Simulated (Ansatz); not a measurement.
Reaction (atomization): `C[N](C)[Sn][Cl]` → 2 C• + Cl• + 6 H• + N• + Sn•

Calculated with Ansatz (gas phase, PBE0-D4/def2-TZVP geometries, no zero-point term in ΔE). CBS: MP2 limit from def2 TZ/QZ plus the TZ coupled-cluster correction, frozen cores. This one scheme is used for every species, atoms too. Functionals use def2-TZVPP. Open shells (•) are unrestricted, without spin–orbit coupling. Spin–orbit coupling would lower the free atoms: a little for C, Cl; strongly for Sn. def2 core potentials past Kr. Bonds to Sn are less sure, by a few kJ/mol each and by 10 to 20 or more in all where they break to atoms, as the def2 sets lack core-valence functions. One conformer a species, not always the lowest.

What is ΔE at CCSD(T)/CBS? (Estimate.)

Ansatz gave: +935.7 kcal/mol.

What do these levels give: ωB97X-V, r2SCAN0, HF/def2-SVP, CCSD/def2-SVP, CCSD/def2-TZVPP, MP2/def2-QZVPP? (An estimate is asked.)

Ansatz gave: ωB97X-V 935.9, r2SCAN0 915.4, HF/def2-SVP 663.0, CCSD/def2-SVP 864.5, CCSD/def2-TZVPP 890.2, MP2/def2-QZVPP 936.5 kcal/mol.

Largest T1 diagnostic among the species: 0.017.

From BLYP to BHLYP (50 % exact exchange), in def2-TZVPP and without D4, ΔE moves by −26.1 kcal/mol: exact exchange takes away binding that semilocal exchange gives to molecules. At CCSD(T), def2-SVP lies −59.8 kcal/mol from the extrapolated value and def2-TZVPP −29.1 kcal/mol: correlation converges slowly with the basis, and small sets miss more of it in the bonded molecule than in its fragments.

For atomizations the MP2-based limit and the directly extrapolated one differ by several kJ/mol either way, and by 10 to 25 for some Ge, Se and Sn compounds, so smaller differences from it don't rank the levels.
